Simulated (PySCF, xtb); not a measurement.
Si(F)(H)(SMe)2 (C₂H₇FS₂Si), SMILES S([SiH](SC)F)C. The values are those of a single conformer.

Harmonic wavenumbers (cm⁻¹) from GFN2-xTB run with xtb at its own minimum, in rising order: 44, 49, 102, 120, 129, 152, 199, 218, 233, 475, 577, 638, 668, 721, 728, 827, 950, 953, 964, 965, 1322, 1327, 1445, 1450, 1454, 1456, 2358, 3039, 3040, 3047, 3051, 3064, 3064.

Q: What does PySCF with PBE-D3(BJ)/def2-SVP give at its own minimum? (The exact figures need the calculation; the answer reports its results.)

A: 49, 67, 82, 96, 118, 145, 224, 233, 276, 493, 556, 687, 688, 743, 794, 877, 927, 934, 936, 944, 1279, 1282, 1394, 1395, 1406, 1408, 2151, 2982, 2985, 3091, 3093, 3103, 3103. Paired by order, the mean absolute difference is 39 cm⁻¹ and the zero-point energies are 55.5 and 55.1 kcal/mol.
